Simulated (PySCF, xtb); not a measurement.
Sb(Br)2(OH) (Br2HOSb), SMILES [OH][Sb]([Br])[Br]. One conformer was computed; it need not be the lowest.

Harmonic wavenumbers (cm⁻¹) from GFN2-xTB (xtb 6.7.1) at its own minimum, in rising order: 74, 133, 155, 218, 230, 259, 475, 810, 3586.

Question: What does PBE-D3(BJ)/def2-SVP in PySCF give at its own minimum? (Estimate from the structure and the level; the computed values follow.)

Answer: 76, 90, 145, 233, 243, 248, 593, 829, 3674. Paired by order, the mean absolute difference is 36 cm⁻¹ and the zero-point energies are 8.5 and 8.8 kcal/mol.
